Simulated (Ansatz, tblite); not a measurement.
Cost and result up the ladder for tetramethylammonium mesylate (C5H15NO3S) (25 atoms). Charge 0, multiplicity 1. Geometry: PBE-D4/def2-SVP.

```xyz
25

C    -3.7455   -1.7361    0.1694
S    -2.1060   -0.9759    0.0959
O    -2.3214    0.4103   -0.4638
O    -1.5955   -0.9635    1.5173
O    -1.2859   -1.8574   -0.8160
H    -4.1512   -1.7767   -0.8579
H    -3.6338   -2.7528    0.5881
H    -4.3846   -1.1115    0.8197
C     0.5547    1.0683   -1.2578
N     1.3663    0.6332   -0.0619
C     1.5069   -0.8696   -0.0699
C     0.6674    1.0657    1.2040
C     2.7222    1.2619   -0.1234
H    -0.5024    0.7337   -1.1252
H     0.5938    2.1721   -1.3134
H     1.0063    0.6239   -2.1632
H     2.1511   -1.1475   -0.9247
H     1.9789   -1.1782    0.8804
H     0.4976   -1.3318   -0.1910
H     0.4485    2.1462    1.1270
H    -0.2688    0.4697    1.3283
H     1.3492    0.8733    2.0531
H     2.6160    2.3601   -0.0544
H     3.2039    0.9917   -1.0810
H     3.3324    0.8909    0.7204
```

Ansatz on 4 threads of Arm Neoverse V2 on a shared host; xTB runs through tblite on one thread. Times are rough, summed over both states, and most runs start from the orbitals of an earlier one. PBE0-D4/def2-TZVP serves as the yardstick here, not as an exact answer. The other state is a triplet.

The xTB rows come from tblite.

xTB has no spin-polarisation term.

```
                          level  functions  wall time  vertical triplet (eV)  difference from PBE0-D4/def2-TZVP (eV)
                       GFN2-xTB         60    0.025 s                   7.56                                    1.19
                       GFN1-xTB         75    0.039 s                   7.27                                    0.90
 PBE-D4/def2-TZVP (with forces)        406       28 s                   5.62                                   -0.75
PBE0-D4/def2-TZVP (with forces)        406       99 s                   6.37                                    0.00
```
